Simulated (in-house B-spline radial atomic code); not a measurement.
Atomic self-consistent-field run: neutral ruthenium (an excited or competing configuration). Computed with a radial B-spline atomic code at the basis-set limit: scalar-relativistic (X2C) LC-wPBE, spin-polarised, spherical fractional occupations, exact exchange averaged over the configuration, Fermi nucleus of rms radius 4.4809 fm.

Command:
```bash
python run_scf.py task.json out
```
Settings (nuclear radius in fm, mass in u):
```
Z                44
configuration    [Ar] 3d10 4s2 4p5 4d7 5s1 6f1
hamiltonian      x2c
method           lc_wpbe
spin_polarised   True
nucleus          fermi
rms_radius       4.4809
atomic_mass      101.90434
speed_of_light   137.035999084
exact_exchange   averaged over the configuration
```

Output (hartree, bohr):
```
 radial grid: 95 intervals, B-splines of order 8, outer radius 245.7 bohr

 iter        energy (Eh)    residual
    1       -4517.887814    4.41e-01
    2       -4523.370985    3.23e-01
    3       -4527.812140    9.30e-02
    4       -4528.069866    3.63e-02
    5       -4528.096234    1.11e-02
    6       -4528.099875    4.31e-03
    7       -4528.100657    1.22e-03
    8       -4528.100736    4.18e-04
    9       -4528.100716    9.31e-05
   10       -4528.100648    2.14e-04
   11       -4528.100754    2.81e-05
   12       -4528.100755    9.08e-06
   13       -4528.100755    1.13e-05
   14       -4528.100756    9.71e-06
   15       -4528.100756    3.47e-06
   16       -4528.100756    2.09e-06
   17       -4528.100756    6.38e-07
   18       -4528.100756    1.10e-07

 total energy                     -4528.10076
 kinetic                            4712.1162
 electron-nucleus                 -10937.1385
 Hartree                            1830.4092
 exact exchange                       -8.8073
 exchange-correlation               -124.6803

 orbital      occ     eigenvalue          <r>       <r^2>       <1/r>       r_max
 1s up      1.000      -805.6572    0.0329166  0.00147392     47.5265      0.0211
 1s down    1.000      -805.6497    0.0329164   0.0014739     47.5267      0.0211
 2s up      1.000      -116.4457     0.145227   0.0249268     10.6739      0.1228
 2s down    1.000      -116.4242     0.145216   0.0249231     10.6747      0.1228
 2p up      3.000      -104.3853     0.126734    0.019636     10.0897       0.098
 2p down    3.000      -104.3654     0.126725   0.0196328     10.0903       0.098
 3s up      1.000       -21.0914     0.402364    0.185489     3.65858      0.3617
 3s down    1.000       -21.0752      0.40233    0.185409     3.65764      0.3618
 3p up      3.000       -17.1214     0.402755    0.188707     3.43542      0.3549
 3p down    3.000       -17.1029     0.402694    0.188585      3.4347       0.355
 3d up      5.000       -10.7195     0.384141    0.176726     3.19481      0.3013
 3d down    5.000       -10.6947     0.383958    0.176442     3.19498      0.3015
 4s up      1.000        -3.5108      1.01545     1.16795     1.35919      0.9147
 4s down    1.000        -3.3737      1.01335     1.16417     1.36479       0.912
 4p up      3.000        -2.3965      1.12173     1.44292     1.20526      0.9813
 4p down    2.000        -2.2541      1.11712     1.43089       1.212      0.9781
 4d up      5.000        -0.7837      1.50743     2.72249    0.886217       1.178
 4d down    2.000        -0.6608      1.54876     2.90558    0.869688       1.182
 5s up      1.000        -0.5382      2.86852     9.32665    0.449859        2.48
 6f up      1.000        -0.0160      46.5541     2462.64   0.0288491       55.87
```

Run time, properties included: 33 s on 1 thread of Arm Neoverse N1, with other jobs on the host.

One-electron X2C: radii and densities carry no picture-change correction, so inner-shell <1/r> comes out high (for 1s by about 2 % at Z = 33, 5 % at 54, 10 % at 75, 30 % at 118) and <r> low.
